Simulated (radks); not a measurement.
Ta II, configuration [Xe] 4f14 5d3 6s1. Method: scalar-relativistic Kohn-Sham, BP86, spin-unpolarised, spherical densities, point nucleus; computed with a radial shooting solver on a logarithmic mesh with Libxc functionals.

X-ray form factor f0, the Fourier transform of the density (f0(0) = 72):

sin(theta)/lambda (1/angstrom)  f0 (electrons)
0.05                                    71.043
0.1                                     68.545
0.15                                    65.246
0.2                                     61.701
0.25                                    58.164
0.3                                     54.734
0.4                                     48.384
0.5                                     42.872
0.6                                     38.168
0.8                                     30.636
1                                       25.021
1.25                                    20.206
1.5                                     17.198
2                                       13.618
